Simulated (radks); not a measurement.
Results of a calculation; reference values are marked as such.
Polarisability of the nitrogen ion N4+, [He] 2s1, at imaginary frequency. Level of theory: non-relativistic Kohn-Sham, LB94 model potential, spin-unpolarised, spherical densities, point nucleus; without spin polarisation the odd electron is poorly described (a radial shooting solver on a logarithmic mesh with Libxc functionals). Response by self-consistent Sternheimer equations with the Hartree and adiabatic LDA kernel.

w (hartree)  alpha1(iw) (bohr^3)  alpha2(iw) (bohr^5)
0.00266                    1.540               0.5129
0.0143                     1.538               0.5129
0.0360                     1.526               0.5127
0.0697                     1.487               0.5124
0.118                      1.396               0.5114
0.186                      1.229               0.5092
0.280                     0.9846               0.5046
0.413                     0.7072               0.4952
0.605                     0.4616               0.4765
0.892                     0.2838               0.4400
1.35                      0.1697               0.3728
2.12                     0.09731               0.2662
3.59                     0.04935               0.1409
6.94                     0.01980              0.04777
17.5                    0.005406             0.008398

Static values: alpha1 = 1.540 bohr^3 (0.2283 angstrom^3; uncoupled 2.143), alpha2 = 0.5129 bohr^5, alpha3 = 0.8731 bohr^7. C6 = 0.7052, C8 = 2.150, triple-dipole C9 = 0.7784 atomic units. One-pole (London) frequency 4 C6 / (3 alpha1^2) = 0.396 hartree, against 3.525 for minus the highest occupied eigenvalue.
